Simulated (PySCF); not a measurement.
**UHF on Ne+ (neon, charge +1)**

Configuration: [He] 2s2 2p5, 2P determinant. Calculation: PySCF 2.14, in cc-pVDZ; the non-relativistic Hamiltonian (point nucleus).

| Quantity | Value |
| --- | --- |
| Total energy | -127.765983 hartree |
| One-electron energy | -174.9352 hartree |
| Hartree (Coulomb) energy | 58.8000 hartree |
| Exchange energy | -11.6309 hartree |
| Kinetic energy | 127.67381 hartree |
| ⟨S²⟩ | 0.7516 |
| ⟨L²⟩ | 2.005 |
| Sum of ⟨r⟩ | 6.466 bohr |
| Sum of ⟨r²⟩ | 6.926 bohr² |
| Traceless quadrupole moment −½Σ⟨3z² − r²⟩ along its main axis | 0.433 e·bohr² |
| Density at the nucleus (Gaussians lack the cusp) | 595 bohr⁻³ |
| Spin density at the nucleus | 0.278 bohr⁻³ |
| Langevin diamagnetic susceptibility | -5.49 ×10⁻⁶ cm³/mol |
| Time after the integrals | 0.05 s of wall time on 1 thread of Intel(R) Xeon(R) Platinum 8375C CPU @ 2.90GHz (shared host) |

```json
{"shell": "1s α", "electrons": "1", "mean orbital energy (eV)": "-916.08", "spread (eV)": "0", "rms radius, mean of both spins (bohr)": "0.183"}
{"shell": "1s β", "electrons": "1", "mean orbital energy (eV)": "-914.37", "spread (eV)": "0", "rms radius, mean of both spins (bohr)": "0.183"}
{"shell": "2s α", "electrons": "1", "mean orbital energy (eV)": "-74.690", "spread (eV)": "0", "rms radius, mean of both spins (bohr)": "0.950"}
{"shell": "2s β", "electrons": "1", "mean orbital energy (eV)": "-68.592", "spread (eV)": "0", "rms radius, mean of both spins (bohr)": "0.950"}
{"shell": "2p α", "electrons": "3", "mean orbital energy (eV)": "-45.023", "spread (eV)": "3.576", "rms radius, mean of both spins (bohr)": "1.01"}
{"shell": "2p β", "electrons": "2", "mean orbital energy (eV)": "-42.172", "spread (eV)": "0", "rms radius, mean of both spins (bohr)": "1.01"}
```
